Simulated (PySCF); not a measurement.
B(OH)2(nBu), C₄H₁₁BO₂, SMILES C(B(O)O)CCC, GFN2-xTB optimised geometry.

```
18

B      1.03     1.12     0.00
O      0.29     2.26     0.00
H      0.77     3.09     0.00
O      2.39     1.12     0.00
H      2.83     1.97     0.01
C      0.29    -0.29     0.02
C     -1.17    -0.24    -0.44
C     -1.86    -1.60    -0.43
C     -2.09    -2.15     0.97
H      0.84    -1.01    -0.59
H      0.32    -0.68     1.04
H     -1.72     0.45     0.19
H     -1.20     0.16    -1.46
H     -2.83    -1.51    -0.93
H     -1.26    -2.31    -1.01
H     -2.66    -1.44     1.57
H     -1.14    -2.34     1.47
H     -2.64    -3.09     0.93
```

Density from CAM-B3LYP/def2-SVP (PySCF 2.14.0) at that geometry.

Minimum of the electron density along straight lines between bonded atoms, close to the bond critical point (lines longer than 1.1 times the sum of covalent radii, or with two minima, are not listed):

| bond | length / Å | ρ at the minimum / e bohr⁻³ | ∇²ρ there / e bohr⁻⁵ | position (fraction from the first atom) |
|---|---|---|---|---|
| B1–O2 | 1.355 | 0.203 | 1.17 | 0.33 |
| O2–H3 | 0.958 | 0.356 | -2.33 | 0.81 |
| B1–O4 | 1.358 | 0.202 | 1.16 | 0.33 |
| O4–H5 | 0.959 | 0.356 | -2.33 | 0.81 |
| B1–C6 | 1.596 | (withheld) | (withheld) | 0.33 |
| C6–C7 | 1.530 | 0.242 | -0.55 | 0.50 |
| C7–C8 | 1.529 | 0.246 | -0.57 | 0.50 |
| C8–C9 | 1.524 | 0.246 | -0.57 | 0.50 |
| C6–H10 | 1.091 | 0.272 | -0.97 | 0.62 |
| C6–H11 | 1.092 | 0.270 | -0.95 | 0.62 |
| C7–H12 | 1.091 | 0.277 | -1.02 | 0.62 |
| C7–H13 | 1.092 | 0.277 | -1.01 | 0.62 |
| C8–H14 | 1.093 | 0.276 | -1.00 | 0.62 |
| C8–H15 | 1.092 | 0.276 | -1.00 | 0.62 |
| C9–H16 | 1.088 | 0.276 | -1.01 | 0.62 |
| C9–H17 | 1.087 | 0.277 | -1.02 | 0.63 |
| C9–H18 | 1.088 | 0.276 | -1.02 | 0.63 |

Fill in the missing entries.


- B1–C6, ρ at the minimum / e bohr⁻³: 0.183
- B1–C6, ∇²ρ there / e bohr⁻⁵: -0.28
